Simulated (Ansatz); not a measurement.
`[NH2][GeH2][OH]` → `[NH2][GeH]` + H₂O at 298.15 K and 1 bar (germylene formation by 1,1-elimination).

Gas-phase electronic energies from Ansatz, PBE0-D4/def2-TZVP geometries. CBS: MP2 limit from def2 TZ/QZ plus the TZ coupled-cluster correction, frozen cores. This one scheme is used for every species. For Ge outer-core shells are correlated without core-valence functions, which leaves a few kJ/mol of doubt a bond. Scalar relativity is left out up to krypton. One conformer a species, not always the lowest.

| species | CCSD(T)/CBS energy (Eh) | H − E (kJ/mol) | S (J/(mol·K)) |
| --- | --- | --- | --- |
| `[NH2][GeH2][OH]` | -2209.02804 | 161.8 | 310.1 |
| `[NH2][GeH]` | -2132.60664 | 96.5 | 259.1 |
| H₂O | -76.37941 | 66.4 | 188.7 |

H − E and S are ideal-gas, rigid-rotor, harmonic terms from PBE0-D4/def2-TZVP, for one conformer and one mirror image of each species. 1 Eh = 2625.50 kJ/mol, R = 8.31446 J/(mol·K).

**Question.** By hand: ΔE, ΔH, ΔS and ΔG.

**Answer.** ΔE = (-2132.60664) + (-76.37941) − (-2209.02804) = 0.04199 Eh = 110.2 kJ/mol. Δ(H − E) = 96.5 + 66.4 − 161.8 = 1.1, so ΔH = 111.3 kJ/mol. ΔS = 259.1 + 188.7 − 310.1 = 137.7 J/(mol·K). ΔG = 111.3 − 298.15 × (137.7)/1000 = 70.2 kJ/mol.

**Question.** By hand: the equilibrium constant, and the temperature at which ΔG would vanish if ΔH and ΔS stayed fixed.

**Answer.** log₁₀ K = −ΔG/(RT ln 10) = -12.3. ΔG = 0 at ΔH/ΔS = 808 K.

The number of gas molecules changes by +1, which sets the sign of ΔS. A doubt of 5 kJ/mol in ΔE shifts log₁₀ K by 0.9 here. Other conformers and mirror images would add mixing entropy, several J/(mol·K) or more a flexible species. These are equilibria of isolated gas molecules and say nothing of rates. Largest T1 diagnostic: 0.015 (customary marks: 0.02 for closed shells, 0.045 for open ones).
